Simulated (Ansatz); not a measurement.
`[NH2][In]([Cl])[O][SiH3]`, charge 0, multiplicity 1.

(1) Give a relaxed structure at PBE0-D4/def2-TZVP (Ansatz). (Estimate.)

## Answers

(1) Computed: 
Cartesian coordinates in Å:
```
N -0.6549 -2.6137 -0.9329
In 0.0231 -0.7358 -0.8595
Cl 1.2491 0.2700 -2.5435
O -0.1547 0.3161 0.7913
Si 0.3415 1.7854 1.3019
H -0.8471 -2.9697 -1.8586
H -1.4390 -2.8108 -0.3264
H -0.0923 1.9652 2.7129
H -0.2505 2.8774 0.4780
H 1.8246 1.9159 1.2368
```
This is one stationary point; other conformers may exist.
